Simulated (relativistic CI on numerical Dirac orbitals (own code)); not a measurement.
## Cu²⁺ in a cubic cluster: 3p photoemission with charge transfer

Computed with a charge-transfer multiplet model of a cubic metal-ligand cluster with up to one ligand hole, Slater and spin-orbit integrals from Dirac-Coulomb-Breit ions, Slater integrals scaled by 0.7. The parameters are those of a tetrahedral site (10Dq negative, t2 hopping the larger). The ground state mixes d9 with configurations of k ligand holes L, whose averages lie at kΔ + k(k − 1)U_dd/2; a core hole lowers each added d electron by U_cd. 300 K, Lorentzian 0.9 eV and Gaussian 0.8 eV FWHM.

Atomic integrals in eV (Slater integrals scaled, ζ unscaled), ground: F2dd 9.683, F4dd 6.042, zeta_d 0.099; with the core hole: F2dd 9.683, F4dd 6.042, zeta_d 0.108, zeta_core 1.726, F2cd 10.443, G1cd 12.885, G3cd 7.851.

Cluster parameters (eV): Δ = 3.3, U_dd = 7.3, U_cd = 8.7, 10Dq = -0.3, 10Dq(ligand) = 0, final-state hopping factor = 1.

Weights, n_d and S are thermal averages at 300 K. Binding energies count from the first peak over 30 % of the highest in each spectrum, which can be another peak from case to case. The parameters are a model scan and need not match a compound or its usual spin state. Peaks in eV (height, largest 100): 0.0 (100), 2.8 (65), 8.1 (56), 14.4 (35).

Task: Which parameters give this spectrum?
A. V(eg) = 1.92 eV, V(t2g) = -3.28 eV
B. V(eg) = 0.72 eV, V(t2g) = -1.23 eV
C. V(eg) = 1.32 eV, V(t2g) = -2.25 eV
D. V(eg) = 1.02 eV, V(t2g) = -1.74 eV

Result: D. V(eg) = 1.02 eV, V(t2g) = -1.74 eV; the ground state then has 9.14 d electrons and S = 0.50. The choice follows from running the model for each set and comparing peak positions and heights.
